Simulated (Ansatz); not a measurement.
Cl2Sc, doublet, at a GFN2-xTB geometry (such geometries of metal compounds can be far from the true shape) (the multiplicity is a formal guess); WB97X-V/6-31G* (Ansatz, a program for electronic structure).

Ansatz was given this input:
Ansatz 0.2 input:
```yaml
crystal:
  periodic: [false, false, false]
  atoms:
    - {symbol: Sc, position_ang: [0.00000000, 0.00000000, 0.00000000]}
    - {symbol: Cl, position_ang: [-0.00000000, -0.00000000, -2.22844952]}
    - {symbol: Cl, position_ang: [0.00000000, 0.00000000, 2.22844952]}
basis:
  gaussian:
    orbitals: 6-31G*
hamiltonian:
  xc: {name: wB97X-V}
magnetization: {spin_polarized: true, initial_magnetization: 1}
```

The log (banner, timings and long lists left out):

```
Functional definition: wB97X-V
690 factors; integrals over basis functions are off by at most 1.0e-3 eV
151 factors; integrals over basis functions are off by at most 2.2e-4 eV
mean field evaluation 1: about -45736.1237 eV, gradient 1.9e1 eV
mean field evaluation 2: about -45736.4176 eV, gradient 2.4e1 eV
mean field evaluation 4: about -45739.5032 eV, gradient 9.9e-1 eV
mean field evaluation 8: about -45739.5416 eV, gradient 3.4e-2 eV
mean field evaluation 16: about -45739.5416 eV, gradient 6.9e-5 eV
mean field evaluation 32: about -45739.5416 eV, gradient 1.5e-5 eV
mean field -45739.54159381 eV, -1680.8971501977 hartree, gradient 1.3e-6 eV, S^2 0.751271; 4 other end points of the search recorded, 0 dependent functions left out
reference -45739.54159282 eV, -1680.8971501614 hartree; 28, 27 occupied and 46, 47 virtual orbitals, 690 factors
Total energy: -45739.54159282 eV, -1680.8971501614 hartree
```
